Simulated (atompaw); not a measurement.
# platinum: variants of one PAW (atompaw) potential

Base potential:

- Element: Pt
- Generator: atompaw 4.2.0.5
- Type: PAW
- Functional: LDA (PW92)
- Relativity: scalar-relativistic
- Frozen core: [Kr] 4d10 4f14
- Valence charge: 18
- Reference configuration: 5s2 5p6 5d9 6s1 6p0
- Partial waves: 5s (bound): rc 1.60 bohr; 6s (bound): rc 1.50 bohr; 5p (bound): rc 1.20 bohr; 6p (bound, empty): rc 2.15 bohr; 5d (bound): rc 2.15 bohr; 5d channel at 0.15 Ry: rc 2.15 bohr
- Local potential: troulliermartins scheme with l = 3 at 0 Ry, radius 1.85 bohr
- Core correction: smooth core density matched at 1.65 bohr
- Augmentation charge: sinc compensation charge, radius 1.65 bohr; PAW radius 2.15 bohr; waves and projectors: custom rrkj vanderbiltortho

Cutoffs, loose and tight: the cutoffs (Ry, on a coarse ladder) from which the occupation-weighted sum of valence levels, in a spherical-Bessel basis at the reference potential, stays within 10 and 1 mRy of its value at 400 Ry. They see the waves, projectors and local potential, not the compensation charge or the core. A dash means not determined.

```tsv
change	outcome	cutoff, loose	cutoff, tight	bound ghosts
base	generated	55 Ry	100 Ry	none
all radii scaled by about 0.77 (s 1.24, p 0.92, d 1.66 bohr); local potential troulliermartins scheme with l = 3 at 0 Ry, radius 1.42 bohr; augmentation sinc compensation charge, radius 1.28 bohr; PAW radius 1.66 bohr; waves and projectors: custom rrkj vanderbiltortho; core correction smooth core density matched at 1.28 bohr	failed: atompaw: The overlap operator has at least one negative eigenvalue!	–	–	–
all radii scaled by about 0.87 (s 1.40, p 1.04, d 1.88 bohr); local potential troulliermartins scheme with l = 3 at 0 Ry, radius 1.62 bohr; augmentation sinc compensation charge, radius 1.44 bohr; PAW radius 1.88 bohr; waves and projectors: custom rrkj vanderbiltortho; core correction smooth core density matched at 1.44 bohr	failed: atompaw: The overlap operator has at least one negative eigenvalue!	–	–	–
all radii scaled by about 1.08 (s 1.72, p 1.30, d 2.32 bohr); local potential troulliermartins scheme with l = 3 at 0 Ry, radius 1.98 bohr; augmentation sinc compensation charge, radius 1.78 bohr; PAW radius 2.32 bohr; waves and projectors: custom rrkj vanderbiltortho; core correction smooth core density matched at 1.78 bohr	generated	45 Ry	90 Ry	none
all radii scaled by about 1.19 (s 1.90, p 1.44, d 2.56 bohr); local potential troulliermartins scheme with l = 3 at 0 Ry, radius 2.20 bohr; augmentation sinc compensation charge, radius 1.96 bohr; PAW radius 2.56 bohr; waves and projectors: custom rrkj vanderbiltortho; core correction smooth core density matched at 1.96 bohr	generated	40 Ry	70 Ry	none
all radii scaled by about 1.30 (s 2.08, p 1.56, d 2.78 bohr); local potential troulliermartins scheme with l = 3 at 0 Ry, radius 2.40 bohr; augmentation sinc compensation charge, radius 2.14 bohr; PAW radius 2.78 bohr; waves and projectors: custom rrkj vanderbiltortho; core correction smooth core density matched at 2.14 bohr	failed: atompaw: The overlap operator has at least one negative eigenvalue!	–	–	–
```

Reading the sweep of the scale of all radii (base = 1) (base included, trends over the rows without a ghost): The generation fails at 0.77, 0.87, 1.3.
